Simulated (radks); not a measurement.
Isoelectronic series with 9 electrons, all held in the configuration [He] 2s2 2p5, which need not be the ground one along the series. All-electron calculation, non-relativistic Kohn-Sham, SCAN, spin-unpolarised, spherical densities, point nucleus; meta-GGA in the generalised Kohn-Sham scheme. Program: a radial shooting solver on a logarithmic mesh with Libxc functionals. Total energies (hartree) and screening constants sigma, defined by e = -(Z - sigma)^2 / (2 n^2) hartree:

ion	E (hartree)	2p	2s	1s
F	-99.69653	7.156	5.953	1.988
Al4+	-235.91562	6.580	5.740	2.165
P6+	-326.58163	6.491	5.687	2.208
Cl8+	-432.26184	6.434	5.651	2.240
K10+	-552.95131	6.393	5.624	2.263
Sc12+	-688.64713	6.363	5.603	2.281
V14+	-839.34687	6.340	5.586	2.295
Mn16+	-1005.04971	6.321	5.573	2.307
Co18+	-1185.75484	6.306	5.562	2.316
Cu20+	-1381.46172	6.293	5.553	2.325
Ga22+	-1592.17003	6.283	5.545	2.332
As24+	-1817.87942	6.274	5.538	2.338
Br26+	-2058.58972	6.266	5.532	2.343
Rb28+	-2314.30070	6.259	5.527	2.348
Nb32+	-2870.72443	6.247	5.518	2.356
Tc34+	-3171.43699	6.242	5.514	2.359
